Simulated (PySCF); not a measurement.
Run record for `C=CCC(OC)OC`: LDA/6-31G, TDA, 6 singlets.

Method: TDA LDA/6-31G, vertical, gas phase, core orbitals frozen in the response (PySCF 2.14.0, density-fitted response routines). Geometry: GFN2-xTB. The input is one job of a driver script: a line of settings, then coordinates in Å.

Command:
```bash
OMP_NUM_THREADS=1 python probes_run.py task.json out
```

Input:
```
{"job": {"kind": "uv", "xc": "LDA", "basis": "6-31G", "nstates": 6, "ntriplets": 0, "tda": true}, "charge": 0, "multiplicity": 1}
C     -3.005140    -0.874208     0.075326
C     -1.846639    -1.049561    -0.531853
C     -0.965877     0.062310    -0.998955
C      0.393295     0.030566    -0.279292
O      1.134583     1.214481    -0.504287
C      0.882366     2.256017     0.401621
O      1.104361    -1.051905    -0.780307
C      2.325095    -1.306850    -0.118691
H     -3.406248     0.109503     0.259931
H     -3.609392    -1.702785     0.402566
H     -1.457228    -2.042080    -0.709530
H     -0.757854    -0.041241    -2.065622
H     -1.439406     1.028383    -0.819275
H      0.237758    -0.084407     0.817049
H      1.094048     1.947095     1.433303
H      1.549665     3.068770     0.122260
H     -0.154997     2.605027     0.345802
H      2.757237    -2.176813    -0.607648
H      3.005885    -0.456383    -0.207810
H      2.153341    -1.525240     0.942984
```

Output:
```
coarse grid: 16128 points
cycle   1  E = -382.7215534840  dE =  8.795e-01  |g| = 8.870e-01  |ddm| = 4.067e+00
cycle   2  E = -382.2968200048  dE =  4.247e-01  |g| = 1.695e+00  |ddm| = 3.433e+00
cycle   3  E = -382.8930153835  dE = -5.962e-01  |g| = 2.154e-01  |ddm| = 2.527e+00
cycle   4  E = -382.9037058998  dE = -1.069e-02  |g| = 4.540e-02  |ddm| = 2.767e-01
cycle   5  E = -382.9041465264  dE = -4.406e-04  |g| = 1.480e-02  |ddm| = 5.279e-02
cycle   6  E = -382.9041892158  dE = -4.269e-05  |g| = 7.026e-03  |ddm| = 2.009e-02
cycle   7  E = -382.9042015045  dE = -1.229e-05  |g| = 2.601e-03  |ddm| = 9.260e-03
cycle   8  E = -382.9042033528  dE = -1.848e-06  |g| = 3.431e-04  |ddm| = 2.710e-03
final grid: 154128 points
cycle   9  E = -382.8468446514  dE = -2.185e-05  |g| = 6.762e-03  |ddm| = 2.886e-02
cycle  10  E = -382.8468317420  dE =  1.291e-05  |g| = 9.937e-03  |ddm| = 1.713e-02
cycle  11  E = -382.8468564840  dE = -2.474e-05  |g| = 1.569e-03  |ddm| = 1.020e-02
cycle  12  E = -382.8468569845  dE = -5.005e-07  |g| = 1.851e-04  |ddm| = 1.858e-03
cycle  13  E = -382.8468569897  dE = -5.148e-09  |g| = 1.305e-04  |ddm| = 3.729e-04
cycle  14  E = -382.8468569939  dE = -4.239e-09  |g| = 2.895e-05  |ddm| = 1.360e-04
cycle  15  E = -382.8468569941  dE = -2.111e-10  |g| = 9.102e-06  |ddm| = 3.679e-05
converged SCF energy = -382.8468569941

Static polarisability (au): isotropic 71.248, principal 53.389 73.763 86.591

Singlet excitations
state   eV       nm        f      main configurations
  1   5.4616    227.0   0.02813   H->L 0.83, H-1->L 0.11
  2   5.7901    214.1   0.00938   H-1->L 0.76, H-2->L 0.19
  3   6.9551    178.3   0.00181   H-3->L 0.97
  4   7.1317    173.8   0.01656   H->L+1 0.93
  5   7.2016    172.2   0.03889   H-4->L 0.89
  6   7.5228    164.8   0.01528   H-1->L+1 0.92
```

The SCF starts on a coarse grid where the log names one; the energy can jump when the final grid takes over, and dE then counts from the start density on the new grid. H and L stand for HOMO and LUMO; the number after each pair is its weight.

Problem. How does the lowest singlet excitation compare with the HOMO–LUMO gap?

Solution. HOMO -5.65 eV and LUMO -0.34 eV give a gap of 5.31 eV; S1 at 5.46 eV lies 0.15 eV above it.

Problem. Give S1 in cm⁻¹ and kJ/mol.

Solution. 5.4616 eV × 8065.54 = 44051 cm⁻¹; × 96.485 = 527.0 kJ/mol.

In short: SCF converged in 15 cycles with 96 basis and 860 fitting functions; HOMO -5.65 eV, LUMO -0.34 eV; lowest singlet 5.46 eV; mean polarisability 71.2 au.

Problem. How long does this job take on one thread of an Arm Neoverse V1, shared host with 32 logical CPUs at a one-minute load of 30? And the peak memory of the process?

Solution. About 16 s, with 0.36 GiB resident at the peak, the Python interpreter and its libraries included.

Conformer computed: `[CH2:1]=[CH:2][CH2:3][CH:4]([O:5][CH3:6])[O:7][CH3:8]`: C1–C2–C3–C4 118°, C2–C3–C4–O5 -168°, C3–C4–O5–C6 88°, C3–C4–O7–C8 -174°.

One conformer stands for the species.
